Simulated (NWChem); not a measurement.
Species: WS₂ClF; SMILES [Cl][W](=[S])(=[S])[F]

def2 effective core potentials on W; no spin-orbit coupling.

Task: Give the equilibrium geometry at PBE0/def2-SVP with def2 effective core potentials on W (NWChem) as a Z-matrix, with the point group.

Result: point group Cs; any orientation.
```
W
F 1 1.8526
S 1 2.1164 2 109.07
S 1 2.1164 2 109.08 3 -116.88
Cl 1 2.2587 2 114.76 3 121.55
```
